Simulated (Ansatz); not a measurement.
Consider the substitution at a C–Zn bond: `[F][Zn][CH2][SiH3]` + `FCS` → `FCSC[SiH3]` + `[F][ZnH]`.

Gas-phase electronic energies from Ansatz, PBE0-D4/def2-TZVP geometries. CCSD(T)/CBS adds triple-zeta CCSD(T) − MP2 to the extrapolated MP2 energy (def2 sets, frozen cores). DFT in def2-TZVPP. For Zn outer-core shells are correlated without core-valence functions, which leaves a few kJ/mol of doubt a bond. Scalar relativity is left out up to krypton. One conformer a species, not always the lowest.

Question: Is it downhill or uphill in electronic energy at CCSD(T)/CBS, and by how much? (Estimate.)

Answer: The calculation gave: Uphill: ΔE = +0.47 eV.

Question: What do these levels give: r2SCAN-D4, ωB97X-V, ωB97M-V, B2PLYP, PBE, HF/def2-TZVPP, CCSD/def2-TZVPP, HF/def2-QZVPP, SCS-MP2/def2-QZVPP, HF/CBS(def2), MP2/CBS(def2), CCSD/CBS(def2)? (An estimate is asked.)

Answer: Computed: r2SCAN-D4 0.43, ωB97X-V 0.40, ωB97M-V 0.41, B2PLYP 0.48, PBE 0.45, HF/def2-TZVPP 0.45, CCSD/def2-TZVPP 0.48, HF/def2-QZVPP 0.46, SCS-MP2/def2-QZVPP 0.48, HF/CBS(def2) 0.46, MP2/CBS(def2) 0.50, CCSD/CBS(def2) 0.48 eV.

Largest T1 diagnostic among the species: 0.018.

The D4 term adds −0.09 eV with B3LYP and −0.05 eV with PBE0; it sums over pairs of atoms, weighted by their polarisabilities, and B3LYP, whose exchange is more repulsive, gets the larger term.

B3LYP here is the variant with VWN-RPA as its local correlation; programs differ in this.
